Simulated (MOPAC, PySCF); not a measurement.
[Y(Cl)2(F)], neutral singlet in the gas phase. 

Cartesian coordinates (Å):
```xyz
4

Y      0.0060     0.0309    -0.0180
Cl     1.8042    -0.7063    -1.5222
Cl    -2.2690     0.5068    -0.8161
F      0.4028     0.2432     1.9059
```
Charge 0, multiplicity 1.

All levels are single points at this geometry (r2SCAN-D4/def2-SVP); Pople sets use spherical d functions. Orbital energies aren't observables, and empty levels follow the basis.

| level | HOMO (eV) | LUMO (eV) | gap (eV) | dipole (D) | vertical IE, Delta-SCF (eV) |
|---|---|---|---|---|---|
| B3LYP-D3(BJ)/def2-TZVP in PySCF | -8.78 | -3.15 | 5.63 | 0.57 | – |
| TPSSh-D3(BJ)/def2-TZVP in PySCF | -8.31 | -3.01 | 5.30 | 0.66 | – |
| B3LYP/6-311+G** (LANL2DZ on Y) in PySCF | -8.93 | -3.61 | 5.31 | 0.63 | – |
| BP86/6-31G* (LANL2DZ on Y) in PySCF | -7.77 | -3.79 | 3.99 | 1.21 | – |
| M06-2X/6-31G* (LANL2DZ on Y) in PySCF | -10.39 | -2.63 | 7.76 | 1.15 | – |
| SVWN5/6-31G* (LANL2DZ on Y) in PySCF | -7.82 | -4.02 | 3.80 | 1.13 | – |
| HF/6-31G* (LANL2DZ on Y) in PySCF | -12.38 | -0.65 | 11.72 | 1.20 | 12.26 |
| PM6 in MOPAC | -10.83 | -1.55 | 9.27 | 0.29 | – |
| PM7 in MOPAC | -11.75 | -0.72 | 11.03 | 0.59 | – |
